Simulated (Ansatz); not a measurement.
**A geometry optimisation of BrFOSi2 with B3LYP-D3(BJ)/def2-SVP**

The starting geometry of this gas-phase singlet was optimised with GFN2-xTB.

```yaml
atoms:
  - { symbol: Br, position_ang: [1.4975, -1.9898, 1.2662] }
  - { symbol: F, position_ang: [-0.4622, -1.2952, -0.8427] }
  - { symbol: O, position_ang: [-3.0044, 0.2489, 2.0991] }
  - { symbol: Si, position_ang: [-0.1107, -0.5463, 0.5571] }
  - { symbol: Si, position_ang: [-2.0569, -0.8390, 1.6763] }
```

Predict what it relaxes into with B3LYP-D3(BJ)/def2-SVP.

It loosens into BrFSi + OSi, which stay close as a complex. Contacts that open: Si4–Si5 (2.26 → 3.01 Å).

The energy falls by 0.56 eV over 23 steps:

```tsv
step	E − E(last) (eV)
1	0.557
3	0.152
6	0.010
8	0.006
11	0.004
13	0.003
16	0.001
18	0.000
21	0.000
23	0.000
```

Final geometry (Å):

```xyz
5

Br    1.2447   -1.8280    1.5409
F    -0.0700   -1.4923   -1.2020
O    -2.8826    0.2228    2.6912
Si    0.0740   -0.5136    0.0951
Si   -2.5028   -0.8102    1.6307
```

The end wasn't checked by frequencies. Run with Ansatz 0.2.0, 2.9 min on 1 thread of AMD EPYC (Zen 3), on a shared host.
